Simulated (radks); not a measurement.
Question: Sb50+, configuration 1s1 (the NIST ground configuration). Method: scalar-relativistic Kohn-Sham, PBEsol, spin-polarised, spherical densities, finite nucleus; open shells are filled with parallel spins first (spin-orbit coupling, left out, can overturn this in heavy ions); Fermi nuclear charge, rms radius 4.6802 fm; computed with a radial shooting solver on a logarithmic mesh with Libxc functionals. Some entries of the table are withheld. Estimate them.

orbital,occ.,eigenvalue (Ry),<r^2> (bohr^2)
1s up,1,(1),0.001061
2s up,0,-664.9509,0.01489
2p up,0,(2),0.01114

Answer: 
(1) 1s up eigenvalue (Ry): -2671.257
(2) 2p up eigenvalue (Ry): -645.9469
